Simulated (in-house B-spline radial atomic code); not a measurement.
A calculation on Ho³⁸⁺ (with a hole in an inner shell): its settings, and results tabulated from the run. Method: Dirac-Hartree-Fock, average of configuration, Fermi nucleus of rms radius 5.2022 fm. Calculated with a radial B-spline atomic code at the basis-set limit.

Command:
```bash
python run_scf.py task.json out
```
Settings (nuclear radius in fm, mass in u):
```
Z                67
configuration    1s1 2s2 2p6 3s2 3p6 3d10 4s2
hamiltonian      dirac
method           hf
spin_polarised   False
nucleus          fermi
rms_radius       5.2022
atomic_mass      164.93033
speed_of_light   137.035999084
```

Output (hartree, bohr):
```
 radial grid: 58 intervals, B-splines of order 8, outer radius 2.6873 bohr

 iter        energy (Eh)    residual
    1       -9583.652043    6.66e+00
    2       -9687.363080    1.21e+00
    3       -9689.928323    5.08e-01
    4       -9690.383126    2.12e-01
    5       -9690.477076    3.46e-02
    6       -9690.479746    2.25e-04
    7       -9690.479747    1.25e-05
    8       -9690.479747    1.65e-07

 total energy                     -9690.47975
 kinetic                           10631.6794
 electron-nucleus                 -22427.5594
 electron-electron                  2105.4003

 first-order corrections (not in the total)
   Gaunt                             6.4350
   retardation                      -0.8529
   frequency dependence             -0.1068
   self-energy                       5.8285
   Uehling                          -0.9554
   Wichmann-Kroll                    0.0325
   recoil                            0.0227

 orbital      occ     eigenvalue          <r>       <r^2>       <1/r>       r_max    small
 1s1/2      1.000     -2157.5419    0.0206811 0.000586047     76.2926     0.01306  6.31e-02
 2s1/2      2.000      -418.5587    0.0863135  0.00886456     18.6302     0.07399  1.45e-02
 2p1/2      2.000      -403.7504    0.0716588  0.00635648     18.5347     0.05536  1.44e-02
 2p3/2      4.000      -370.3910    0.0787653  0.00754746      16.131     0.06145  1.33e-02
 3s1/2      2.000      -140.0897     0.221574     0.05612     6.95546      0.2064  4.85e-03
 3p1/2      2.000      -132.9671     0.210819    0.051595     6.85347      0.1935  4.76e-03
 3p3/2      4.000      -125.5584     0.223077   0.0575555     6.24964      0.2057  4.46e-03
 3d3/2      4.000      -113.0721     0.195702   0.0447328     6.12708      0.1617  4.32e-03
 3d5/2      6.000      -111.4256     0.199607   0.0464012     5.97522      0.1652  4.23e-03
 4s1/2      2.000       -66.0831     0.447771    0.224977      3.3133       0.441  2.03e-03
```

Time taken, with all properties: 0.64 s on 1 thread of Intel(R) Xeon(R) Platinum 8259CL CPU @ 2.50GHz, on a shared host.

For the Dirac Hamiltonian the kinetic term is c α·p + (β - 1)c².
